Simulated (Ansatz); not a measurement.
A nudged elastic band was laid between two geometries of C₂H₃AlS (7 atoms, charge 0, multiplicity 1).

Theory: Ansatz, RHF/6-31G*.

```json
{
 "movable images": "7",
 "climbing image": "yes",
 "spring": "5.0 eV/Å²",
 "optimiser": "quadratic models (default)",
 "start path": "through a guess of the saddle point",
 "force threshold": "0.05 eV/Å",
 "iteration limit": "60",
 "end points": "relaxed"
}
```

First end point:

```xyz
7
Properties=species:S:1:pos:R:3
Al -0.516 1.221 0.015
C 0.586 -0.341 0.392
C 0.364 -1.448 -0.240
S 0.050 -2.755 -1.034
H -1.660 1.098 -1.064
H -0.209 2.549 0.813
H 1.385 -0.325 1.118
```

Last end point:

```xyz
7
Properties=species:S:1:pos:R:3
Al -0.516 1.222 0.015
C 0.585 -0.342 0.391
C 0.364 -1.449 -0.241
S 0.050 -2.756 -1.033
H -0.206 2.549 0.813
H -1.662 1.101 -1.062
H 1.385 -0.325 1.116
```

**Question.** Which bonds break or form, and what moves?

**Answer.** No bond is made or broken. The dihedral H5–Al1–C2–C3 goes from 0 to 180°. The two ends are copies of one structure, up to a mirror image or an exchange of like atoms.

**Question.** What energy profile does the band end with?

**Answer.** It converged. The highest image is number 4 of 0 to 8, 5.1 kcal/mol above the ends, which have the same energy within 2 meV. A vibrational analysis at the climbing image gives one clearly imaginary mode, 213i cm⁻¹: a first-order saddle point.

```
image  path coordinate (Å)  energy (kcal/mol)  dihedral H5–Al1–C2–C3 (°)
    0                 0.00                0.0                          0
    1                 0.59                0.7                         23
    2                 1.19                2.4                         47
    3                 1.78                4.2                         69
    4                 2.38                5.1                         91
    5                 2.97                4.2                        112
    6                 3.57                2.4                        133
    7                 4.16                0.7                        156
    8                 4.75                0.0                        180
```

**Question.** What is the geometry of the highest image?

**Answer.** 
```xyz
7
Properties=species:S:1:pos:R:3:forces:R:3
Al -0.548 1.212 0.014 0.00 0.00 0.00
C 0.363 -0.456 0.538 0.00 0.01 -0.01
C 0.542 -1.394 -0.325 0.00 -0.01 0.00
S 0.725 -2.494 -1.427 0.00 0.00 0.00
H -2.116 1.322 0.176 0.00 0.00 0.00
H 0.308 2.427 -0.519 0.00 0.00 0.00
H 0.727 -0.617 1.542 0.00 0.00 0.00
```

**Question.** What are the harmonic wavenumbers there?

**Answer.** 213i, 97, 389, 480, 490, 595, 650, 716, 845, 921, 1149, 1909, 2047, 2049, 3315 cm⁻¹.

Run time: 63 s on 1 thread of Intel(R) Xeon(R) 6975P-C (Granite Rapids), on a shared host, peak memory 0.15 GiB.
